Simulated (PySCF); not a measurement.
Electronic absorption of C6H13N

C6H13N.
InChI=1S/C6H13N/c1-4-5-6(2)7-3/h6H,3-5H2,1-2H3/t6-/m1/s1

Method used: TDDFT PBE0/def2-SVPD, vertical, gas phase, core orbitals frozen in the response in PySCF 2.14.0, density-fitted response routines. One conformer (not necessarily the lowest) at the GFN2-xTB geometry, without solvent, vibrations or thermal averaging. Torsions of this conformer, `[CH2:1]=[N:2][C@H:3]([CH3:4])[CH2:5][CH2:6][CH3:7]`: C1–N2–C3–C4 -119°, N2–C3–C5–C6 -68°, C3–C5–C6–C7 -179°.

```
state  E (eV)  E (hartree)       f  |μ| (D)  main configurations (H = HOMO, L = LUMO)
   S1    4.93       0.1810  0.0014     0.27                                 H→L (99%)
   S2    7.12       0.2618   0.051     1.38      H→L+1 (69%), H→L+2 (18%), H-1→L (9%)
   S3    7.33       0.2695   0.106     1.95                   H-1→L (80%), H→L+1 (9%)
   S4    7.51       0.2760   0.045     1.26     H→L+2 (54%), H→L+3 (25%), H→L+1 (17%)
   S5    7.58       0.2787  0.0030     0.32                               H-2→L (82%)
   S6    7.62       0.2801   0.019     0.81                  H→L+3 (69%), H→L+2 (21%)
```

Triplets, Tamm–Dancoff:

| state | E (eV) | λ (nm) | main configurations (H = HOMO, L = LUMO) |
| --- | --- | --- | --- |
| T1 | 4.07 | 304.5 | H→L (97%) |
| T2 | 4.96 | 249.7 | H-1→L (69%), H-4→L (22%) |

The lowest singlet comes at 252 nm (475 kJ/mol) in the ultraviolet; it is very weak; its leading configuration is HOMO→LUMO (99%). The strongest level in the table is S3 at 7.33 eV (169 nm, f = 0.106). Löwdin shares by element: HOMO nitrogen 58%, carbon 24% or more, hydrogen 6% or more; LUMO carbon 38% or more, nitrogen 36%, hydrogen 16% or more. Weighted by f, the mean energy of these states is 7.33 eV. Orbital energies (eV): HOMO-3 -9.23, HOMO-2 -9.20, HOMO-1 -8.44, HOMO -7.22, LUMO -0.26, LUMO+1 0.93, LUMO+2 1.21. The listed states span 2.70 eV, and the widest gap between neighbours is 2.20 eV (S1 to S2). The window holds the lowest 6 singlets.
